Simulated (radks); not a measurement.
Species: the niobium ion Nb5+. Configuration: [Kr] (the NIST ground configuration). Method: scalar-relativistic Kohn-Sham, LB94 model potential, spin-polarised, spherical densities, finite nucleus; Fermi nuclear charge, rms radius 4.324 fm; computed with a radial shooting solver on a logarithmic mesh with Libxc functionals.

Radial electron density D(r) = 4 pi r^2 rho(r):

```
   r/bohr * D(r) (the largest magnitude, 63.7, reaches the edge; | marks zero)
 0.002709 |   *
 0.003528 |     *
 0.004593 |        *
 0.005981 |            *
 0.007788 |                  *
  0.01014 |                         *
  0.01321 |                                *
   0.0172 |                                       *
  0.02239 |                                           *
  0.02916 |                                           *
  0.03796 |                                        *
  0.04943 |                                     *
  0.06437 |                                        *
  0.08382 |                                                *
   0.1091 |                                                      *
   0.1421 |                                                 *
   0.1851 |                                     *
    0.241 |                                 *
   0.3138 |                                       *
   0.4086 |                                      *
    0.532 |                        *
   0.6927 |           *
    0.902 |        *
    1.175 |      *
    1.529 |   *
    1.991 |*
    2.593 *
    3.377 *
```

D(r) has 3 maxima, at r = 0.0254, 0.112, 0.354 bohr, and minima at 0.0510, 0.228 bohr, inside which lie 2.04, 11.13 electrons.
